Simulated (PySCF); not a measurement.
**Mg⁺: ionisation energy**

Mg⁺ [Ne] 3s1 (2S) → Mg²⁺ [Ne] (1S), as a difference of total energies. Calculation: PySCF 2.14, in def2-TZVP (5s4p3d, 32 functions); the non-relativistic Hamiltonian (point nucleus). The calculations carry no spin-orbit coupling.

```csv
method,ionisation energy (eV),error (eV)
UHF,14.712,-0.323
TPSS,15.059,+0.024
PBE0,15.208,+0.173
```

Reference: 15.035 eV (measured; NIST Atomic Spectra Database, ionization energies).
